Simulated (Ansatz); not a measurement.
A set of 12 reactions (ligand exchange), with CCSD(T)/CBS values in kJ/mol:

| reaction | ΔE |
| --- | --- |
| `[SiH3]N[SiH2]Cl` + HBr → `[SiH3]N[SiH2]Br` + HCl | 2.0 |
| `C=C[SiH2][AlH2]` + `[OH][AlH2]` → `[AlH2][O][SiH2][AlH2]` + `C=C` | -96.6 |
| `C[SiH2]CC=S` + `SS` → `C[SiH2]SS` + `CC=S` | -61.1 |
| `O[SiH2][GeH3]` + NH₃ → `[NH2][GeH3]` + `O[SiH3]` | 16.7 |
| `[CH3][GaH][SH]` + `NCF` → `[CH3][GaH][NH]CF` + H₂S | 50.3 |
| `[CH3][GaH][SH]` + CH₃OH → `C[O][GaH][CH3]` + H₂S | 37.0 |
| `[SiH3]O[Si]1(Cl)CO1` + `[CH3][In]([OH])[F]` → `[CH3][In]([F])[O][SiH3]` + `O[Si]1(Cl)CO1` | -4.3 |
| `[OH][SnH2][O][SiH3]` + `NB(F)F` → `FB(F)N[SiH3]` + `[OH][SnH2][OH]` | 61.0 |
| `[CH3][Ge]([CH3])([Cl])[SeH]` + `CC(C)N` → `CC(C)[NH][Ge]([CH3])([CH3])[Cl]` + H₂Se | 41.1 |
| `[SiH3][SiH2][O][SnH3]` + NH₃ → `N[SiH2][O][SnH3]` + SiH₄ | -73.6 |
| `OB([SiH3])N[SiH3]` + H–F → `OB(F)[SiH3]` + `N[SiH3]` | -25.0 |
| `OBOBF` + `OCF` → `OBOCF` + `OBF` | -19.7 |

Gas-phase electronic energies from Ansatz, PBE0-D4/def2-TZVP geometries. CBS: MP2 limit from def2 TZ/QZ plus the TZ coupled-cluster correction, frozen cores. This one scheme is used for every species. DFT in def2-TZVPP. B3LYP here is the variant with VWN-RPA as its local correlation; programs differ in this. Elements past krypton have def2 core potentials. For Br, Ga, Ge, In, Se, Sn outer-core shells are correlated without core-valence functions, which leaves a few kJ/mol of doubt a bond. Scalar relativity is left out up to krypton. Each species was taken in one conformer, which may not be the lowest.

Q: Give the mean, mean absolute and largest difference (level minus CCSD(T)/CBS, kJ/mol) for: r2SCAN-D4, PBE0-D4, B3LYP-D4, B2PLYP, PBE, r2SCAN, PBE0, B3LYP, HF/def2-TZVPP, HF/def2-QZVPP, MP2/def2-QZVPP, SCS-MP2/def2-QZVPP, HF/CBS(def2), MP2/CBS(def2). (Best estimate.)

A: Computed: 
```tsv
level	mean	mean absolute	largest
r2SCAN-D4	1.4	3.3	-9.6
PBE0-D4	4.2	5.2	12.0
B3LYP-D4	0.5	2.6	-6.4
B2PLYP	-1.2	3.6	-12.1
PBE	4.5	7.8	17.3
r2SCAN	1.4	3.7	-11.9
PBE0	3.9	6.4	12.8
B3LYP	0.1	4.5	-18.3
HF/def2-TZVPP	-3.8	10.7	-25.6
HF/def2-QZVPP	-4.1	10.8	-27.2
MP2/def2-QZVPP	-0.8	2.0	-7.9
SCS-MP2/def2-QZVPP	-2.4	3.2	-11.5
HF/CBS(def2)	-4.1	10.8	-27.4
MP2/CBS(def2)	-0.2	2.3	-7.4
```

The largest T1 diagnostic in the set is 0.016, for `CC=S` (customary mark 0.02).

CCSD(T)/CBS is a level of theory with its own doubt, and the functionals carry their triple-zeta basis error, so these figures describe this set and don't rank the functionals.
